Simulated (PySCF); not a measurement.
CH5BO2

The system: CH5BO2, a small molecule; neutral, singlet. The structure, one conformer, was relaxed in the gas phase by PBE0-D3(BJ)/def2-SVP. No frequency run checks that it is a minimum.

SMILES: CB(O)O

```xyz
9

O     0.013   -1.415   -0.646
B    -0.004   -0.090   -0.307
O    -0.179    0.908   -1.225
C     0.172    0.294    1.206
H    -0.116   -1.600   -1.581
H    -0.298    0.612   -2.132
H     0.965   -0.305    1.677
H     0.394    1.361    1.341
H    -0.759    0.069    1.753
```
(Å; atoms numbered from 1)

Shieldings: GIAO PBE0/pcSseg-2. Shifts are against computed references at the same level: C TMS (σ 184.1 ppm), H TMS (σ 31.24 ppm). Core levels by delta-SCF with SCAN, pcX-2 on the ionised atom and pcseg-1 elsewhere, spin-free X2C; from the vacuum level, for chosen atoms.

Problem. Give the NMR and core-level values of the distinct atoms.

Solution. 
```csv
atoms,bonded to,σ (ppm),δ (ppm),core level (eV)
O1,1 B + 1 H,208.3,-,1s 539.24
B2,1 C + 2 O,67.7,-,1s 197.38
O3,1 B + 1 H,205.5,-,1s 539.25
C4,1 B + 3 H,187.7,-3.6,1s 290.02
H5,1 O,28.67,2.58,-
H6,1 O,28.65,2.60,-
H7 H8 H9,1 C,31.02,0.23,-
```

Values are those of this one static structure, with the three H of a rotating XH3 group averaged; atoms that internal rotation interchanges would show their mean in an NMR spectrum.

Problem. By CAM-B3LYP/def2-SVPD (TDDFT singlets, Tamm-Dancoff triplets, ionisation by delta-SCF), where does absorption start, and what does vertical ionisation take?

Solution. The first singlet with intensity lies at 8.25 eV (f 0.018); what lies below it is dark. The lowest singlet lies at 7.70 eV (f 0.000), the strongest of the first 6 at 8.56 eV (f 0.126), the lowest triplet at 7.45 eV; vertical ionisation takes 12.24 eV.
